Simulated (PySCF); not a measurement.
Working out the ionisation energy of Au⁺

Au⁺ [Xe] 4f14 5d10 (1S) → Au²⁺ [Xe] 4f14 5d9 (2D). Calculation: PySCF 2.14, in x2c-TZVPPall with one added diffuse shell each of s, p, d, f type (12s8p8d4f1g, 113 functions); scalar relativity by spin-free X2C-1e. Frozen: [Xe] 4f14. Energies in hartree (1 hartree = 27.21139 eV):

```json
{"part": "UHF", "Au⁺ (lower)": "-19008.500192", "Au²⁺ (upper)": "-19007.803423"}
{"part": "CCSD correlation", "Au⁺ (lower)": "-0.294045", "Au²⁺ (upper)": "-0.237740"}
{"part": "(T)", "Au⁺ (lower)": "-0.010787", "Au²⁺ (upper)": "-0.006977"}
```

Q: What does Hartree-Fock give?

A: (-19007.803423) − (-19008.500192) = 0.696769 hartree = 18.960 eV.

Q: What do CCSD and CCSD(T) give?

A: The CCSD correlation energies differ by 0.056305 hartree = 1.532 eV and the triples by 0.003810 hartree = 0.104 eV, so CCSD gives 20.492 eV and CCSD(T) 20.596 eV.

A first-order spin-orbit estimate adds -0.687 eV to CCSD(T) (valence), giving 19.909 eV against 20.203 ± 0.025 eV (measured; NIST Atomic Spectra Database, ionization energies).

What remains against the reference includes basis incompleteness, the frozen core and higher excitations.
